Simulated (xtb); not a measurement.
xtb input (GFN1-xTB):

```bash
xtb mol.xyz --gfn 1 --sp --chrg 0 --uhf 0
```
mol.xyz:
```
14

C      2.32745998     0.39793395    -0.38033625
O      1.17419557    -0.39889364    -0.30095419
Al    -0.45837062    -0.11534425     0.07157025
C     -1.05269964     1.69941599     0.49936877
C     -1.63741917    -1.66713217     0.02774473
H      2.74770511     0.35257207    -1.38976415
H      3.08711309     0.03114032     0.31678636
H      2.12933374     1.45036068    -0.14319097
H     -1.78066962     1.70062257     1.31532209
H     -0.23109382     2.36130254     0.78182049
H     -1.55153356     2.15481316    -0.36256246
H     -2.51853207    -1.48254560    -0.59384366
H     -2.01019291    -1.90499611     1.02899844
H     -1.13092340    -2.55395191    -0.35700948
```

Output:

```
           -------------------------------------------------
          |                Calculation Setup                |
           -------------------------------------------------

           -------------------------------------------------
          |                 G F N 1 - x T B                 |
           -------------------------------------------------

        Reference                      10.1021/acs.jctc.7b00118
      * Hamiltonian:
        H0-scaling (s, p, d)           1.850000    2.250000    2.000000
        zeta-weighting                 0.000000
      * Dispersion:
        s8                             2.400000
        a1                             0.630000
        a2                             5.000000
        s9                             0.000000
      * Repulsion:
        kExp                           1.500000
        rExp                           1.000000
      * Coulomb:
        alpha                          2.000000
        third order                    atomic
        anisotropic                    false
      * Halogen bond correction:
        rad-scale                      1.300000
        damping                        0.440000

          ...................................................
          :                      SETUP                      :
          :.................................................:
          :  # basis functions                  44          :
          :  # atomic orbitals                  43          :
          :  # shells                           29          :
          :  # electrons                        30          :
          :  # halogen bonds                     0          :
          :  max. iterations                   250          :
          :  Hamiltonian                  GFN1-xTB          :
          :  restarted?                      false          :
          :  GBSA solvation                  false          :
          :  PC potential                    false          :
          :  electronic temp.          300.0000000     K    :
          :  accuracy                    1.0000000          :
          :  -> integral cutoff          0.2500000E+02      :
          :  -> integral neglect         0.1000000E-07      :
          :  -> SCF convergence          0.1000000E-05 Eh   :
          :  -> wf. convergence          0.2000000E-04 e    :
          :  Broyden damping             0.4000000          :
          :  net charge                          0          :
          :  unpaired electrons                  0          :
          ...................................................

 iter      E             dE          RMSdq      gap      omega  full diag
   1    -17.3609847 -0.173610E+02  0.739E+00    5.18       0.0  T
   2    -17.3848605 -0.238757E-01  0.445E+00    5.23       1.0  T
   3    -17.3850444 -0.183912E-03  0.598E-01    5.23       1.0  T
   4    -17.3861452 -0.110086E-02  0.100E-01    5.23       1.0  T
   5    -17.3862245 -0.792896E-04  0.272E-02    5.23       1.0  T
   6    -17.3862265 -0.198324E-05  0.134E-03    5.23      19.9  T
   7    -17.3862265 -0.213863E-07  0.576E-04    5.23      46.4  T
   8    -17.3862265 -0.140604E-08  0.549E-05    5.23     487.1  T
   9    -17.3862265 -0.226663E-10  0.231E-05    5.23    1159.4  T

   *** convergence criteria satisfied after 9 iterations ***

         #    Occupation            Energy/Eh            Energy/eV
      -------------------------------------------------------------
         1        2.0000           -0.7453817             -20.2829
       ...           ...                  ...                  ...
         9        2.0000           -0.5087746             -13.8445
        10        2.0000           -0.5033742             -13.6975
        11        2.0000           -0.5021521             -13.6643
        12        2.0000           -0.4868473             -13.2478
        13        2.0000           -0.4424566             -12.0399
        14        2.0000           -0.4374843             -11.9046
        15        2.0000           -0.4027256             -10.9587 (HOMO)
        16                         -0.2104842              -5.7276 (LUMO)
        17                         -0.1348900              -3.6705
        18                         -0.1189404              -3.2365
        19                         -0.1133348              -3.0840
        20                         -0.1088829              -2.9629
       ...                                ...                  ...
        43                          1.1367127              30.9315
      -------------------------------------------------------------
                  HL-Gap            0.1922415 Eh            5.2312 eV
             Fermi-level           -0.3066049 Eh           -8.3431 eV

 SCC (total)                   0 d,  0 h,  0 min,  0.014 sec
 SCC setup                      ...        0 min,  0.004 sec ( 29.736%)
 Dispersion                     ...        0 min,  0.000 sec (  0.359%)
 classical contributions        ...        0 min,  0.000 sec (  0.351%)
 integral evaluation            ...        0 min,  0.002 sec ( 17.607%)
 iterations                     ...        0 min,  0.002 sec ( 15.686%)
 molecular gradient             ...        0 min,  0.005 sec ( 35.366%)
 printout                       ...        0 min,  0.000 sec (  0.846%)

         :::::::::::::::::::::::::::::::::::::::::::::::::::::
         ::                     SUMMARY                     ::
         :::::::::::::::::::::::::::::::::::::::::::::::::::::
         :: total energy             -17.209773895700 Eh    ::
         :: gradient norm              0.019775607591 Eh/a0 ::
         :: HOMO-LUMO gap              5.231156444014 eV    ::
         ::.................................................::
         :: SCC energy               -17.386226525196 Eh    ::
         :: -> electrostatic           0.050992954692 Eh    ::
         :: repulsion energy           0.180336890939 Eh    ::
         :: dispersion energy         -0.003884261444 Eh    ::
         :: halogen bond corr.         0.000000000000 Eh    ::
         :: add. restraining           0.000000000000 Eh    ::
         :: total charge              -0.000000000000 e     ::
         :::::::::::::::::::::::::::::::::::::::::::::::::::::

           -------------------------------------------------
          |                Property Printout                |
           -------------------------------------------------

    * Orbital Energies and Occupations

         #    Occupation            Energy/Eh            Energy/eV
      -------------------------------------------------------------
         1        2.0000           -0.7453817             -20.2829
       ...           ...                  ...                  ...
         3        2.0000           -0.6145374             -16.7224
         4        2.0000           -0.6091767             -16.5765
         5        2.0000           -0.5649803             -15.3739
         6        2.0000           -0.5539080             -15.0726
         7        2.0000           -0.5493393             -14.9483
         8        2.0000           -0.5093392             -13.8598
         9        2.0000           -0.5087746             -13.8445
        10        2.0000           -0.5033742             -13.6975
        11        2.0000           -0.5021521             -13.6643
        12        2.0000           -0.4868473             -13.2478
        13        2.0000           -0.4424566             -12.0399
        14        2.0000           -0.4374843             -11.9046
        15        2.0000           -0.4027256             -10.9587 (HOMO)
        16                         -0.2104842              -5.7276 (LUMO)
        17                         -0.1348900              -3.6705
Note: The following floating-point exceptions are signalling: IEEE_DENORMAL
normal termination of xtb
        18                         -0.1189404              -3.2365
        19                         -0.1133348              -3.0840
        20                         -0.1088829              -2.9629
        21                         -0.0994830              -2.7071
        22                         -0.0934243              -2.5422
        23                         -0.0740295              -2.0144
        24                         -0.0717300              -1.9519
        25                         -0.0388888              -1.0582
        26                         -0.0048814              -0.1328
       ...                                ...                  ...
        43                          1.1367127              30.9315
      -------------------------------------------------------------
                  HL-Gap            0.1922415 Eh            5.2312 eV
             Fermi-level           -0.3066049 Eh           -8.3431 eV

  Mulliken/CM5 charges         n(s)   n(p)   n(d)
     1C     0.19194  0.07603   0.956  2.852  0.000
     2O    -0.52852 -0.59799   1.632  4.897  0.000
     3Al    0.44124  0.34643   1.189  1.012  0.357
     4C    -0.22147 -0.33327   1.020  3.201  0.000
     5C    -0.20367 -0.31471   1.017  3.186  0.000
     6H     0.01426  0.07322   0.986  0.000  0.000
     7H     0.01426  0.07321   0.986  0.000  0.000
     8H     0.00926  0.06878   0.991  0.000  0.000
     9H     0.04308  0.09711   0.957  0.000  0.000
    10H     0.04793  0.10232   0.952  0.000  0.000
    11H     0.04647  0.10054   0.954  0.000  0.000
    12H     0.04359  0.09769   0.956  0.000  0.000
    13H     0.04540  0.09954   0.955  0.000  0.000
    14H     0.05624  0.11111   0.944  0.000  0.000

Wiberg/Mayer (AO) data.
largest (>0.10) Wiberg bond orders for each atom

 ---------------------------------------------------------------------------
     #   Z sym  total        # sym  WBO       # sym  WBO       # sym  WBO
 ---------------------------------------------------------------------------
     1   6 C    3.937 --     7 H    0.979     6 H    0.979     8 H    0.970
                             2 O    0.953
     2   8 O    2.147 --     3 Al   1.061     1 C    0.953
     3  13 Al   3.252 --     2 O    1.061     5 C    0.922     4 C    0.896
     4   6 C    3.927 --    10 H    0.943     9 H    0.939    11 H    0.934
                             3 Al   0.896     5 C    0.157
     5   6 C    3.939 --    14 H    0.941    12 H    0.937    13 H    0.935
                             3 Al   0.922     4 C    0.157
     6   1 H    1.014 --     1 C    0.979
     7   1 H    1.014 --     1 C    0.979
     8   1 H    1.006 --     1 C    0.970
     9   1 H    0.998 --     4 C    0.939
    10   1 H    0.997 --     4 C    0.943
    11   1 H    0.997 --     4 C    0.934
    12   1 H    0.997 --     5 C    0.937
    13   1 H    0.997 --     5 C    0.935
    14   1 H    0.996 --     5 C    0.941
 ---------------------------------------------------------------------------

Topologies differ in total number of bonds
Writing topology from bond orders to xtbtopo.mol

 dipole moment from electron density (au)
     X       Y       Z
  -0.3036   0.5654   0.1581  total (Debye):    1.680

           -------------------------------------------------
          | TOTAL ENERGY              -17.209773895700 Eh   |
          | GRADIENT NORM               0.019775607591 Eh/α |
          | HOMO-LUMO GAP               5.231156444014 eV   |
           -------------------------------------------------

------------------------------------------------------------------------
------------------------------------------------------------------------
 total:
 SCF:
```
